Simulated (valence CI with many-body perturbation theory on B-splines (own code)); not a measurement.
Au⁵⁸⁺ in brief

Computed by valence CI with perturbative core correlation (CI+MBPT): three valence electrons over a frozen Dirac-Fock core [Ar], radial functions for each j: 7 s, 7 p, 8 d, 6 f, 4 g, 1 h, with the one-electron correlation potential Σ1 (screened to all orders), the two-electron term Σ2, the three-electron term Σ3, Breit, model QED; selected single and double excitations, second order for the rest, scaled by the run's own slope (own B-spline code, finite nucleus).

No measured spectrum was set against this ion. As an estimate, large intervals hold to a few tenths of a per cent, small ones and those within an open d or f shell to about a per cent. The list stops below the first excitations out of the core. Only levels of the ground parity were solved; by the run's estimate the other parity begins above the list, which can be wrong where configurations are misplaced.

Levels are named by their leading jj configuration (3d3/2^4 stands for four electrons in 3d with j = 3/2), which in mixed levels can hold well under half, so a name can repeat and another be missing.

Rates and lifetimes use the calculated energies. Strong lines usually hold to 10 to 20 %, long lifetimes can be off by a factor of two.

(1) What is the ground level?

(2) What is the ionisation energy?

(3) How well does LS coupling describe the low levels?

Results:

(1) (3d3/2^3) J=3/2, composition 42 % 3d3 4F + 41 % 3d3 2D + 12 % 3d3 2P, g = 0.732.

(2) 5995 eV; NIST lists 5994 ± 6 eV (theoretical).

(3) Among the lowest 16 levels the leading LS term, summed over configurations, holds 58 % on average. For single configurations the figures are 58 % in LS and 99 % in jj coupling. Terms mix most in the J = 3/2 level at 793570 cm⁻¹, where the leading one holds 38 %.
